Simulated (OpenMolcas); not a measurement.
# O²⁺: from CASSCF to CASPT2

```
Program             : OpenMolcas 26.06
Basis               : ANO-R3 [4s4p2d1f]
Scalar Hamiltonian  : X2C, finite nucleus
Active space        : 4 electrons in 4 orbitals (2s 2p)
State averaging     : 2S+1 = 3 even, 6 roots; 2S+1 = 1 even, 11 roots; 2S+1 = 5 odd, 1 root; 2S+1 = 3 odd, 9 roots; 2S+1 = 1 odd, 8 roots
Spin-orbit coupling : RASSI with atomic mean-field integrals over the reference wave functions, term energies averaged over their components
```

Methods on the same reference wave functions:
A. CASSCF
B. SS-CASPT2, IPEA 0.25 Eh, imaginary shift 0.1 Eh (closed shells correlated: 1s)
C. MS-CASPT2, IPEA 0.25 Eh, imaginary shift 0.1 Eh (closed shells correlated: 1s)
D. XMS-CASPT2, IPEA 0.25 Eh, imaginary shift 0.1 Eh (closed shells correlated: 1s)

Energies in cm-1 above 2s2 2p2 3P0, the measured ground level; measured values from Moore, Selected Tables of Atomic Spectra, NSRDS-NBS 3, section 11.

```tsv
Level	A	B	C	D	Measured
2s2 2p2 3P0	0.0	0.0	0.0	0.0	0.0
2s2 2p2 3P1	103	103	104	103	113
2s2 2p2 3P2	305	305	306	305	
2s2 2p2 1D2	22632	20400	20410	20540	20273
2s2 2p2 1S0	40498	42640	42660	44240	43186
2s 2p3 5S* 2	48628	57780	57800	59380	60325
2s 2p3 3D* 2	123026	118280	118300	119790	
2s 2p3 3D* 1	123026	118280	118300	119790	
2s 2p3 3D* 3	123028	118280	118300	119790	
2s 2p3 3P* 0	145238	141870	141890	143380	
2s 2p3 3P* 1	145239	141870	141890	143380	
2s 2p3 3P* 2	145240	141870	141890	143380	
2s 2p3 1D* 2	202253	188410	188420	189840	187054
2s 2p3 3S* 1	209556	198660	198680	199280	197088
2s 2p3 1P* 1	224181	211610	211630	212920	210462
```

Deviations, from unrounded energies. A percentage is the sum of absolute deviations over the sum of measured energies, with the sign that they share, or ± where signs differ.

| Against measurement | Levels | A | B | C | D |
| --- | --- | --- | --- | --- | --- |
| mean absolute deviation (cm-1) | 7 | 8300 | 1000 | 1000 | 1400 |
| fine structure of the ground term (%) | 1 | -8.7 | -8.8 | -8.4 | -8.6 |
| other terms of the ground configuration (%) | 2 | ±8.0 | ±1.1 | ±1.0 | +2.1 |
| other configurations (%) | 4 | ±8.1 | ±1.0 | ±1.0 | ±1.3 |

B, C lie about equally close to measurement and A furthest from it. The largest miss of B in the table is 2s 2p3 5S* 2, by -2500 cm-1. The ranking rests on the paired levels alone, and a cruder setting can come out closer through cancelling errors.

Among B to D the level of the table that moves most is 2s2 2p2 1S0, by 1600 cm-1 (lowest in B, highest in D). Moves below CASPT2's spread within the term are not significant.

The mean deviations of B to D differ by less than CASPT2's widest spread within a term (770 cm-1), so their order carries little weight.

From A to B the spin-free energies of the other terms of 2s2 2p2 shown, above 3P, scale by factors of 0.90 to 1.05.

The lowest spin-free term lies below A's lowest term by 0.084 hartree in B, 0.084 hartree in C, 0.091 hartree in D.

Term energies are means over components that CASPT2 splits; among the terms shown or strongly mixed into the levels shown the widest spread is 770 cm-1 (2s 2p3 1D*, D). Over all roots computed the reference weight is 0.94 to 0.99 in D; the roots of lowest weight are the least certain, and an intruder state may touch them. Measured partners are found by configuration, term and J. A level has none where our copy of the source lacks it or the pairing is in doubt (some pairs that miss far off the trend of their configuration count as doubtful), and it then counts in no deviation. Levels of configurations outside the active space are missing. Levels that lie high or do not pair safely by name in every column are left out.

* marks odd parity.
